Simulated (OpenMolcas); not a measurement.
Co2+ in MgO: curves along the breathing mode

Co2+ with its 6 nearest oxide ions, on the Mg site of MgO (a = 4.2112 Å, distance in the model lattice 2.106 Å). The rest of the host is ab initio model potentials to 7.6 Å, with orthogonalisation functions on the cations behind the ligands, and point charges beyond; the distance is set by hand and nothing relaxes. Ligand basis ANO-RCC-VDZP.

* Program: OpenMolcas 26.06
* Method: CASSCF
* Basis: ANO-RCC-VDZP [5s4p2d1f]
* Scalar Hamiltonian: DKH2, point nucleus
* Active space: 7 electrons in 5 orbitals (3d)
* State averaging: 2S+1 = 4 even, 10 roots; 2S+1 = 2 even, 40 roots
* Spin-orbit coupling: state interaction with AMFI integrals over the reference wave functions

Spin-free energies (labels of O, the rotations of Oh) in cm-1 above the lowest fitted minimum, as all ligands move together:

```
R (Å)    4T1    4T2     2E    4A2    2T1    2T2  4T1(2)
1.978  10740  21180  20850  33200  30080  30680   37370
2.025   4300  13800  15370  24790  23690  24210   30100
2.072    820   9510  12720  19610  20260  20690   25910
2.118     90   8080  12670  17400  19550  19900   24560
2.165   1900   9280  15070  17910  21380  21640   25830
2.211   6120  12970  19790  21020  25600  25790   29590
2.258  12930  19310  27020  26830  32410  32510   35980
```

Cubic fits give the following; the wavenumber is harmonic, with the mass of all moving ligands, small differences in it between states hang on the degree of the fit, a number in brackets counts states of one label, and the table is a selection of at most 14 states with clean curves.

```csv
State,R0 (Å),Breathing mode (cm-1),Minimum (cm-1)
4T1,2.109,652,0
4T2,2.120,660,8040
2E,2.096,642,12360
4A2,2.132,668,17240
2T1,2.108,651,19460
2T2,2.110,650,19820
4T1(2),2.119,659,24520
2T1(2),2.110,651,25340
2A1,2.120,660,25800
2T2(2),2.117,657,29120
2T1(3),2.119,660,30300
2E(2),2.120,659,32470
2T2(3),2.123,661,35960
2T1(4),2.126,661,37010
```

The minimum of 4T2 is shifted by +0.0116 Å against 4T1 (from the unrounded fits). With M = 96.0 u for the moving shell, the Huang-Rhys factor in this mode is S = M ω ΔR² / 2ħ = 0.01483 × 96.0 × 652 × 0.0116² = 0.12. Only the first shell moves, against a rigid host.

An orbital triplet at a regular site is open to Jahn-Teller coupling, which can distort the site and quench the lowest spin-orbit gaps and is left out. Without dynamic correlation the repulsion within the d shell is too large (B by tens of per cent), so at a given field states of lower spin stand too high. Ligand-to-metal charge-transfer states are missing. With no ligand orbital active B as a rule stays too high, so bands that hang on it stand too high and its fall with covalency is understated. With metal d orbitals alone and no dynamic correlation 10Dq can be off by a tenth to a fifth, either way, in oxide and fluoride hosts. No measured value stands beside these numbers.
